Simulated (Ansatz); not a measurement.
Cartesian coordinates in Å:
```
C 0.6762 1.6170 -0.1238
Si 0.1526 -0.1633 -0.2388
C -1.6954 -0.3609 -0.2898
F 0.7386 -0.7500 -1.6201
P 0.9804 -1.3031 1.5176
H 1.7646 1.7093 -0.1195
H 0.2931 2.0730 0.7926
H 0.2909 2.1847 -0.9750
H -2.1506 0.0359 0.6212
H -1.9781 -1.4120 -0.3805
H -2.1142 0.1781 -1.1437
H 0.7263 -2.5682 0.9236
H 2.3155 -1.2403 1.0363
```

The species carries charge 0 and has multiplicity 1.

**Question.** List the r2SCAN/def2-TZVPP orbital energies in eV (Ansatz). (Best estimate.)

**Answer.** Ansatz gave: Occupied: -2088.12, -1791.72, -665.71, -272.76, -272.76, -175.61, -142.03, -125.11, -125.07, -124.99, -96.95, -96.89, -96.84, -30.79, -18.73, -18.06, -16.39, -12.96, -11.04, -10.93, -10.91, -10.37, -10.36, -9.95, -9.92, -9.71, -7.90, -7.85, -6.53. Lowest empty: -0.12, 0.15, 0.76, 1.10, 1.61, 1.65, 2.50, 2.71.
